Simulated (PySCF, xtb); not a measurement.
C₂H₉ClOSi₂, SMILES C[Si@@H](Cl)[C@@H](O)[SiH3].

GFN2-xTB run with xtb at its own geometry gives an orbital gap of 5.12 eV and a dipole moment of 2.82 D.

Geometry optimised at B3LYP-D3(BJ)/def2-SVP. The structure was generated by enumeration; whether it is a known compound was not checked. Other conformers were not sampled.

Task: What does PBE/def2-TZVP run with PySCF give? (An estimate is asked for; the answer gives what the named calculation found.)

Result: gap 5.54 eV (levels -6.24 and -0.69 eV), dipole 2.83 D.
